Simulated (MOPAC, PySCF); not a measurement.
C$_{8}$H$_{9}$FSi, SMILES `c1c(F)cc(c([SiH3])c1)C=C` (C–C–C–C torsion 20°), neutral singlet in the gas phase. 

Cartesian coordinates (Å):
```xyz
19

C     -0.8725     2.8099     0.2396
C     -1.0246     1.4814     0.2793
C      0.0420     0.4734     0.1838
C      1.3753     0.8206     0.4417
C      2.3729    -0.1343     0.3330
F      3.6315     0.2172     0.5860
C      2.0946    -1.4487    -0.0211
C      0.7697    -1.7946    -0.2690
C     -0.2722    -0.8606    -0.1710
Si    -2.0252    -1.4289    -0.5517
H      0.1051     3.2828     0.1113
H     -1.7348     3.4751     0.3216
H     -2.0428     1.0876     0.3814
H      1.6502     1.8310     0.7483
H      2.9061    -2.1749    -0.0900
H      0.5439    -2.8278    -0.5466
H     -2.9369    -1.2514     0.6216
H     -2.6168    -0.6769    -1.7005
H     -1.9656    -2.8808    -0.8977
```
Charge 0, spin multiplicity 1.

All levels are single points at this geometry (PBE0-D3(BJ)/def2-SVP); Pople sets use spherical d functions. Orbital energies aren't observables, and empty levels follow the basis.

```tsv
level	HOMO (eV)	LUMO (eV)	gap (eV)	dipole (D)	vertical IE, Delta-SCF (eV)
PBE0-D3(BJ)/def2-TZVP in PySCF	-6.93	-1.53	5.39	0.50	8.53
B3LYP/LANL2DZ in PySCF	-6.66	-1.50	5.16	1.24	–
BP86/6-31G* in PySCF	-5.75	-2.02	3.72	0.24	–
HF/3-21G in PySCF	-8.79	2.34	11.14	1.02	–
HF/STO-3G in PySCF	-6.68	5.93	12.61	1.00	–
PM6 in MOPAC	-9.46	-0.51	8.95	1.32	–
```
